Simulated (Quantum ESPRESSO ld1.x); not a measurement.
Q: The mean radii <r> (bohr) of the occupied orbitals of an atom or ion are listed with their occupations. All-electron calculation, Dirac Kohn-Sham, LDA (Slater exchange, Perdew-Zunger correlation), spin-unpolarised, spherical densities, point nucleus. Program: ld1.x of Quantum ESPRESSO 7.5.

orbital     occ.      <r>
1s1/2          2  0.01774
2s1/2          2  0.07428
2p1/2          2  0.06132
2p3/2          4  0.06951
3s1/2          2   0.1935
3p1/2          2   0.1835
3p3/2          4   0.1987
3d3/2          4   0.1734
3d5/2          6   0.1781
4s1/2          2   0.4317
4p1/2          2   0.4354
4p3/2          4   0.4691
4d3/2          4   0.4813
4d5/2          6   0.4925
5s1/2          2   0.9577
4f5/2          6   0.5379
4f7/2          8   0.5448
5p1/2    1.33333    1.017
5p3/2    2.66667    1.084

Name the element and its charge. Open shells, if any, are shared by 2j + 1.

A: Z = 76, osmium, charge +10: Os10+ in [Kr] 4d10 4f14 5s2 5p4. The 1s radius gives Z: for a bare nucleus <r> = (2 gamma + 1)/(2Z) with gamma = sqrt(1 - (Z/c)^2), 0.01753 bohr for Z = 76, and screening makes it slightly larger (0.01774 here). The occupations add up to 66, and the charge is Z minus that.
